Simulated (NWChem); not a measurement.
System: BiI3; SMILES [Bi]([I])([I])[I]

No frequency run checked for a minimum. def2 effective core potentials on I, Bi; no spin-orbit coupling.

Give the equilibrium geometry at PBE0/def2-SVP with def2 effective core potentials on I, Bi (NWChem) as a list of bonds and angles, with the point group.

point group C3v; any orientation.
Bond lengths (Å): Bi1–I2 2.819, Bi1–I3 2.819, Bi1–I4 2.819. Angles (°): I2–Bi1–I3 100.4, I2–Bi1–I4 100.4, I3–Bi1–I4 100.4.
